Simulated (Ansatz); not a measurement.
O2Se, charge +1, doublet, at a GFN2-xTB geometry (a state made from the parent by changing its charge; the spin is typed, not shown lowest); PBE/pc-2 (Ansatz, a quantum-chemistry and plane-wave program).

The Ansatz input:
Ansatz 0.2 input:
```yaml
crystal:
  periodic: [false, false, false]
  atoms:
    - {symbol: O, position_ang: [-1.34226404, 0.45689309, 0.02344571]}
    - {symbol: Se, position_ang: [0.01210111, -0.24483605, -0.02051161]}
    - {symbol: O, position_ang: [1.29083433, 0.58366013, 0.06372865]}
basis:
  gaussian:
    orbitals: pc-2.json
hamiltonian:
  xc: pbe
total_charge: 1
magnetization: {spin_polarized: true, initial_magnetization: 1}
```
The basis file holds pc-2 in the JSON format of the Basis Set Exchange.

What the program printed (banner, timings and long lists left out):

```
Functional definition: PBE
701 factors; their error is unknown
mean field evaluation 1: about -69388.2069 eV, gradient 9.5e1 eV
mean field evaluation 2: about -69192.0638 eV, gradient 2.2e2 eV
mean field evaluation 4: about -69419.1095 eV, gradient 1.3e1 eV
mean field evaluation 8: about -69419.8335 eV, gradient 1.4e-1 eV
mean field evaluation 16: about -69419.8143 eV, gradient 2.2e-4 eV
mean field evaluation 32: about -69418.3795 eV, gradient 8.5e-2 eV
mean field -69419.81432663 eV, -2551.1311220636 hartree, gradient 9.2e-6 eV, S^2 0.753503; 7 other end points of the search recorded, 0 dependent functions left out
reference -69419.81435332 eV, -2551.1311230442 hartree; 25, 24 occupied and 78, 79 virtual orbitals, 701 factors
Total energy: -69419.81435332 eV, -2551.1311230442 hartree
```
